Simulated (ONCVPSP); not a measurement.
## Logarithmic derivatives: bromine, ONCV

Br (Z = 35), optimised norm-conserving Vanderbilt (ONCV), made with ONCVPSP 4.0.1 (PBE, scalar-relativistic). Core [Ar], reference 3d10 4s2 4p5. Waves: 4s: rc 1.45 bohr, ncon 5, nbas 8, qcut 4.9 1/bohr, 3 projectors, debl 3.9 Ha; 4p: rc 1.20 bohr, ncon 4, nbas 7, qcut 5.9 1/bohr, 1 projector; 3d: rc 0.90 bohr, ncon 4, nbas 9, qcut 20.4 1/bohr, 2 projectors, debl 3.7 Ha. Local part: polynomial inside 0.90 bohr (lpopt 5, dvloc0 0 Ha). Core correction: none.

The phase is arctan(r·R′/R) of the radial function R(r), unwrapped; energies in Ha, scanned from -4 to 5 Ha. A pole is an energy at which the radial function vanishes at the test radius. The pseudo phase is shifted by a multiple of π to meet the all-electron one at the reference energy, and phase errors are pseudo minus all-electron; the curves can meet again beyond the range given. Levels narrower than the energy grid can be missing from the lists of poles.

```csv
channel,radius (bohr),reference energy (Ha),"poles, all-electron","poles, pseudo",unbroken range about the reference energy with phases within 0.05 rad,phase error 1 Ha above the reference energy (rad)
s,1.48,-0.74,2.76,2.76,the whole range,-0.000
p,1.22,-0.29,none,1.48,-1.9 to 0.3,-0.178
d,0.91,-2.45,-0.92,-0.92,the whole range,+0.000
```

Note: ghosts flagged at negative energy: s at -224.2 eV; GHOST(+) flagged for s at 163.8 eV. A true bound ghost makes a file unfit for plane-wave use.

Phases in the s channel:

| E (Ha) | all-electron | pseudo |
| --- | --- | --- |
| -3.98 | 1.125 | 1.125 |
| -3.50 | 1.051 | 1.051 |
| -3.02 | 0.942 | 0.942 |
| -2.54 | 0.768 | 0.768 |
| -2.06 | 0.468 | 0.468 |
| -1.58 | -0.019 | -0.019 |
| -1.10 | -0.563 | -0.563 |
| -0.62 | -0.939 | -0.939 |
| -0.14 | -1.158 | -1.158 |
| 0.34 | -1.292 | -1.292 |
| 0.82 | -1.381 | -1.381 |
| 1.30 | -1.445 | -1.445 |
| 1.78 | -1.494 | -1.494 |
| 2.26 | -1.534 | -1.534 |
| 2.74 | -1.569 | -1.569 |
| 3.22 | -1.601 | -1.601 |
| 3.70 | -1.632 | -1.632 |
| 4.18 | -1.663 | -1.663 |
| 4.66 | -1.697 | -1.697 |
